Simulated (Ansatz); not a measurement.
Geometry optimisation, RKS PBE0-D4/def2-SVP (Ansatz 0.2.0).

The input (input.yaml):

```yaml
crystal:
  periodic: [false, false, false]
  atoms:
    - { symbol: Al, position_ang: [0.859854, -1.492451, -0.761462] }
    - { symbol: O, position_ang: [0.945891, -0.156898, -1.909343] }
    - { symbol: F, position_ang: [-0.294321, -2.66684, -0.891959] }
    - { symbol: F, position_ang: [2.01692, -1.714985, 0.394089] }
    - { symbol: H, position_ang: [-0.210042, 0.409324, -0.015712] }
    - { symbol: Si, position_ang: [-0.860581, 1.070247, 1.112093] }
    - { symbol: H, position_ang: [0.759207, 0.660842, -2.354322] }
    - { symbol: H, position_ang: [-0.718496, 0.243051, 2.346513] }
    - { symbol: H, position_ang: [-0.195204, 2.392824, 1.299136] }
    - { symbol: H, position_ang: [-2.303428, 1.254987, 0.780866] }
basis:
  gaussian: { orbitals: def2-SVP }
hamiltonian:
  xc: pbe0
  dispersion: d4
relax:
  f_tol: 0.03
  max_steps: 50
```

Launched with:

```bash
$ ansatz run input.yaml --threads 2 --pin off --max-ram 3072MiB --backend cpu --events-out ev --progress --plain --runs-dir out
```

**Question.** Where does it end, and by what steps?

**Answer.** The forces met the threshold. After 18 steps the energy has fallen by 0.597 eV; H7 moved furthest, 1.24 Å.

```tsv
step	energy less start (eV)	largest force component (eV/Å)	accepted
0	0.0000	2.475	yes
1	-0.2094	1.479	yes
2	-0.3339	0.403	yes
3	-0.3749	0.439	yes
4	-0.3975	0.341	yes
5	-0.4362	0.321	yes
6	-0.4690	0.381	yes
7	-0.4833	0.254	yes
8	-0.4973	0.116	yes
9	-0.5159	0.640	yes
10	-0.5455	0.508	yes
11	-0.5483	1.313	yes
12	-0.5894	0.287	yes
13	-0.5936	0.128	yes
14	-0.5947	0.181	yes
15	-0.5960	0.049	yes
16	-0.5964	0.056	yes
17	-0.5966	0.047	yes
18	-0.5967	0.027	yes
```

```xyz
10
Properties=species:S:1:pos:R:3
Al 0.756 -0.871 -0.681
O 1.299 -0.169 -2.119
F -0.282 -2.167 -0.674
F 1.620 -0.595 0.718
H -0.526 0.512 -0.244
Si -0.858 0.834 1.211
H 0.963 -0.377 -2.992
H -0.916 -0.423 1.994
H 0.152 1.804 1.694
H -2.208 1.452 1.094
```

Run time: 29 s on 2 threads of Intel(R) Xeon(R) 6975P-C (Granite Rapids) (shared host), peak memory 0.25 GiB.
